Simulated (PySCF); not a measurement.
**As: excitation energy**

As [Ar] 3d10 4s2 4p3 (4S) → As [Ar] 3d10 4s1 4p3 5s1 (6S), as a difference of total energies. Calculation: PySCF 2.14, in aug-cc-pVQZ-PP with ECP10MDF (7s6p5d3f2g, 89 functions); a scalar-relativistic core potential. Correlated levels: valence: 3s2 3p6 3d10 frozen. The calculations carry no spin-orbit coupling.

| method | excitation energy (eV) |
| --- | --- |
| UHF | 10.998 |
| LDA | 13.711 |
| PBE | 13.429 |
| PBE0 | 13.134 |
| r2SCAN | 13.048 |
| wB97X | 14.000 |
| B97-3 | 13.590 |
| MN15 | 13.201 |
| wB97M-V | 13.176 |
| MP2 (valence) | 12.341 |
| SCS-MP2 (valence) | 12.786 |

How much does correlation contribute at MP2 (valence)?

12.341 − (10.998) = 1.343 eV, measured against UHF.

The upper state lies above the first ionisation limit, but in LS coupling its spin forbids autoionisation to the ground ion. A Rydberg-like electron needs more diffuse functions than a valence basis has.

The promoted electron is Rydberg-like, and one or two diffuse shells describe it only roughly, which tends to raise the upper state.
